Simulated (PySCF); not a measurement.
Ca⁺: excitation energy

Ca⁺ [Ar] 4s1 (2S) → Ca⁺ [Ar] 3d1 (2D), as a difference of total energies. Calculation: PySCF 2.14, in x2c-QZVPPall with one added diffuse shell each of s, p, d, f type (12s8p5d4f, 89 functions); the spin-free X2C one-electron Hamiltonian (Gaussian nucleus). Correlated levels: valence and next inner shell: [Ne] frozen. The calculations carry no spin-orbit coupling.

```
                                method  excitation energy (eV)  error (eV)
                                   UHF                   2.023      +0.326
                                   LDA                   1.281      -0.416
                                   PBE                   1.190      -0.507
                                  PBE0                   1.286      -0.411
                                r2SCAN                   1.126      -0.571
                                M06-2X                   1.566      -0.131
                                  BLYP                   1.256      -0.441
                                 wB97X                   1.146      -0.551
                                  PW91                   1.163      -0.534
    MP2 (valence and next inner shell)                   1.952      +0.255
SCS-MP2 (valence and next inner shell)                   1.939      +0.242
```

Reference: 1.697 eV (measured; NIST levels, between the centres of gravity of the two terms).

Errors of the correlated levels include the incompleteness of this basis and the frozen core.
